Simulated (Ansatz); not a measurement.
CH$_{4}$BISi, SMILES `I[SiH]1BC1`, relaxed with RKS PBE0-D4/def2-TZVP in Ansatz from a PBE-D4/def2-SVP geometry. The force threshold is 0.005 eV/Å; the program also tests the step.

Charge 0, multiplicity 1. I takes the def2 core potential.

Start:

```xyz
8

I     1.591   -2.420    1.161
Si    0.922   -0.503   -0.232
B     0.188    1.110    0.485
C    -0.963    0.484   -0.221
H     0.937   -0.965   -1.658
H     0.287    1.705    1.530
H    -1.983    0.445    0.211
H    -0.979    0.143   -1.277
```

```
        step  energy (eV)  largest force (eV/Å)  largest move (Å)
           1  -17752.1205                 0.528             0.000
           2  -17752.1525                 0.331             0.042
           3  -17752.1607                 0.149             0.027
           4  -17752.1635                 0.103             0.017
5 (rejected)  -17752.1625                 0.158             0.036
           6  -17752.1651                 0.047             0.018
           7  -17752.1652                 0.020             0.012
           8  -17752.1653                 0.011             0.003
           9  -17752.1653                 0.004             0.001
```

End:

```xyz
8

I     1.526   -2.403    1.143
Si    0.866   -0.510   -0.233
B     0.202    1.113    0.476
C    -0.938    0.446   -0.197
H     0.962   -0.923   -1.650
H     0.280    1.732    1.483
H    -1.937    0.388    0.232
H    -0.962    0.158   -1.254
```

Run time 50 s (2 threads of an Arm Neoverse V1 on a shared host); peak host memory 0.41 GiB.
